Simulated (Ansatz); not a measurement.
One geometry of the cluster Ca₂F₅⁻, several levels of theory.

```yaml
crystal:
  periodic: [false, false, false]
  atoms:
    - {symbol: Ca, position_ang: [-0.382999, 0.674786, 1.278039]}
    - {symbol: Ca, position_ang: [0.480313, -0.847917, -1.598188]}
    - {symbol: F, position_ang: [0.822147, -1.105051, 0.473027]}
    - {symbol: F, position_ang: [1.030318, -1.753924, -3.353118]}
    - {symbol: F, position_ang: [0.826431, 2.155375, 2.090013]}
    - {symbol: F, position_ang: [-0.607446, 0.862878, -0.998125]}
    - {symbol: F, position_ang: [-2.168763, 0.013854, 2.108362]}
basis:
  gaussian: {orbitals: def2-TZVPD, initial_orbitals: start.molden}
total_charge: -1
hamiltonian: {xc: pbe, dispersion: d4}
scf: {omitted_lower_state_checks: [starts]}
output: {forces: true, orbitals: {seedname: orbitals}}
```

The file start.molden holds the orbitals of an earlier run on this structure, at another level or in another basis.

```sh
$ ansatz run in.yaml --threads 4 --pin off --events-out ev --progress --plain --max-ram 4787MiB
```

It prints (some lines left out):

```
Functional definition: PBE
1719 factors; their error is unknown
mean field evaluation 1: about -50456.7132 eV, gradient 1.4e1 eV
mean field evaluation 2: about -50456.9600 eV, gradient 2.6e-1 eV
mean field evaluation 4: about -50456.8836 eV, gradient 5.0e-4 eV
mean field -50456.88356581 eV, -1854.2562701396 hartree, gradient 1.7e-5 eV, S^2 0.000000; 0 other end points of the search recorded, 0 dependent functions left out
reference -50456.88362397 eV, -1854.2562722769 hartree; 43, 43 occupied and 229, 229 virtual orbitals, 1719 factors
Total energy: -50457.02313051 eV, -1854.2613990476 hartree
Atom 0 at    -0.382999     0.674786     1.278039 Å, force    -0.025763     0.022432     0.049364 eV/Å
Atom 1 at     0.480313    -0.847917    -1.598188 Å, force    -0.007359     0.002632     0.009597 eV/Å
Atom 2 at     0.822147    -1.105051     0.473027 Å, force     0.117946    -0.154156     0.078940 eV/Å
Atom 3 at     1.030318    -1.753924    -3.353118 Å, force     0.038895    -0.066796    -0.125090 eV/Å
Atom 4 at     0.826431     2.155375     2.090013 Å, force     0.053499     0.082101     0.058270 eV/Å
Atom 5 at    -0.607446     0.862878    -0.998125 Å, force    -0.087093     0.135157    -0.135211 eV/Å
Atom 6 at    -2.168763     0.013854     2.108362 Å, force    -0.090126    -0.021371     0.064129 eV/Å
Dipole moment:     0.259175    -0.454439    -0.847767 e Å
Checks for a lower state left out: starts
```

Hardware: 4 threads of Arm Neoverse V1 on a shared host. Wall time 5 s.

The first input with `gaussian: {orbitals: def2-SVPD, initial_orbitals: start.molden}`, `correlation: {method: ccsd_t}`, `output: {orbitals: {seedname: orbitals}}` and without the key `hamiltonian` (abridged; 2.2 min):

```
Functional definition: HF
mean field -50360.10990083 eV, -1850.6999035469 hartree, gradient 2.0e-6 eV, S^2 0.000000
15 core orbitals not correlated: weight in the atoms' cores, before any rotation towards them, 1.000 or more for the frozen orbitals, at most 0.000 for the correlated occupied ones
second order -36.15851047 eV of doubles, -0.00000000 eV of singles
cycle   1  -35.62951385 eV  change    5.3e-1 eV  update   1.7e-1
cycle   2  -36.42448103 eV  change   -7.9e-1 eV  update   5.5e-2
cycle   3  -36.61806329 eV  change   -1.9e-1 eV  update   2.6e-2
cycle   4  -36.61005836 eV  change    8.0e-3 eV  update   5.6e-3
cycle   5  -36.59872578 eV  change    1.1e-2 eV  update   2.4e-3
cycle   6  -36.59827789 eV  change    4.5e-4 eV  update   7.1e-4
cycle   7  -36.59875271 eV  change   -4.7e-4 eV  update   3.0e-4
cycle   8  -36.59868572 eV  change    6.7e-5 eV  update   8.9e-5
cycle   9  -36.59863763 eV  change    4.8e-5 eV  update   3.2e-5
perturbative correction -0.73109674 eV, -0.0268673095 hartree
Total energy: -50397.43963520 eV, -1852.0717459819 hartree
Checks for a lower state left out: starts
```

First input, but with `hamiltonian: {xc: {name: PBE-QIDH}}` and without the key `output` (abridged; 13 s):

```
Functional definition: PBE-QIDH
mean field -50434.48927987 eV, -1853.4332953105 hartree, gradient 1.7e-6 eV, S^2 0.000000
15 core orbitals not correlated: weight in the atoms' cores, before any rotation towards them, 1.000 or more for the frozen orbitals, at most 0.000 for the correlated occupied ones
second order -52.94593799 eV of doubles, -0.00000000 eV of singles
Total energy: -50452.13794719 eV, -1854.0818718721 hartree
Checks for a lower state left out: starts
```

The first input with `hamiltonian: {xc: r2scan, dispersion: d4}`, `output: {orbitals: {seedname: orbitals}}` (abridged; 8.5 s):

```
Functional definition: r2SCAN
mean field -50474.27394774 eV, -1854.8953548877 hartree, gradient 5.7e-6 eV, S^2 0.000000
Total energy: -50474.30886139 eV, -1854.8966379407 hartree
Checks for a lower state left out: starts
```

As the first input, with `hamiltonian: {xc: {name: revPBE}, dispersion: d4}`, `output: {orbitals: {seedname: orbitals}}` (abridged; 5.5 s):

```
Functional definition: revPBE
mean field -50471.19204104 eV, -1854.7820969054 hartree, gradient 1.9e-5 eV, S^2 0.000000
Total energy: -50471.50979707 eV, -1854.7937742243 hartree
Checks for a lower state left out: starts
```

As the first input, with `correlation: {method: mp2}`, `output: {orbitals: {seedname: orbitals}}` and without the key `hamiltonian` (abridged; 8.5 s):

```
Functional definition: HF
mean field -50380.24239773 eV, -1851.4397591619 hartree, gradient 4.7e-6 eV, S^2 0.000000
15 core orbitals not correlated: weight in the atoms' cores, before any rotation towards them, 1.000 or more for the frozen orbitals, at most 0.000 for the correlated occupied ones
second order -47.65386590 eV of doubles, -0.00000000 eV of singles
Total energy: -50427.89626363 eV, -1853.1910064326 hartree
Checks for a lower state left out: starts
```

As the first input, with `hamiltonian: {xc: pbe0, dispersion: d4}`, `output: {orbitals: {seedname: orbitals}}` (abridged; 7 s):

```
Functional definition: PBE0
mean field -50458.85996142 eV, -1854.3289013385 hartree, gradient 4.2e-5 eV, S^2 0.000000
Total energy: -50458.98080795 eV, -1854.3333423664 hartree
Checks for a lower state left out: starts
```

Geometry: PBE0-D4/def2-SVPD.

Correlated methods freeze 15 core orbitals; core or outer-core shells of Ca are correlated, in sets that lack core-valence functions. Another isomer (singlet) lies 0.70 eV lower at PBE0-D4/def2-TZVPD; other spin states weren't run for this one.
